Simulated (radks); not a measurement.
The numbers below are computed, except where a source is named.
Question: Cr16+, configuration [He] 2s2 2p4. Level of theory: scalar-relativistic Kohn-Sham, PBE, spin-unpolarised, spherical densities, point nucleus (a radial shooting solver on a logarithmic mesh with Libxc functionals). Some entries of the table are withheld. Estimate them.

orbital,occ.,eigenvalue (eV),<1/r> (bohr^-1)
1s,2,-6555.264,(1)
2s,2,-1241.467,(2)
2p,4,-1151.237,5.211

Answer: 
(1) 1s <1/r> (bohr^-1): 23.92
(2) 2s <1/r> (bohr^-1): 5.310
